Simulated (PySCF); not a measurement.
HBeClSe (SMILES [Cl][Be][SeH]), singlet, geometry from GFN2-xTB (such geometries of metal compounds can be far from the true shape). Base run: PySCF with HF/6-31G*.

PySCF was given this input:
```python
from pyscf import gto, scf, solvent

mol = gto.M(
    atom='''
Be    0.601806   -0.366904   -0.215820
Cl    2.056936   -1.096279   -0.855643
Se   -1.051599    0.596704    0.410346
H    -1.620788   -0.183567    1.457435
''',
    basis='6-31g*',
    charge=0,
    spin=0,
    verbose=4,
)

mf = scf.RHF(mol)
mf.kernel()
mf.analyze()
```

The base run was repeated with changes; each row names its change, and settings that it needs were set with it.

```tsv
change	ΔE vs base (kcal/mol)	dipole (D)	HOMO-LUMO gap (eV)
base	0.000	1.05	12.16
model = IEF-PCM; solvent = chloroform	-5.13	1.28	12.49
model = IEF-PCM; solvent = methanol	-7.30	1.38	12.65
model = C-PCM; solvent = water	-7.62	1.40	12.67
model = COSMO; solvent = water	-7.56	1.39	12.67
model = IEF-PCM; solvent = water; r_probe = 0.5	-2.47	1.23	12.36
model = IEF-PCM; solvent = water; lebedev_order = 41	-7.60	1.40	12.67
model = ddCOSMO; solvent = water	-12.54	1.34	12.84
model = IEF-PCM; solvent = water; lebedev_order = 11	-7.23	1.39	12.63
model = SS(V)PE; solvent = water	-7.46	1.39	12.66
model = IEF-PCM; solvent = dimethylsulfoxide	-7.43	1.39	12.66
model = IEF-PCM; solvent = water	-7.55	1.40	12.66
```

The base is the gas phase, so ΔE is the electrostatic part of solvation at a fixed geometry, without cavity and dispersion terms.
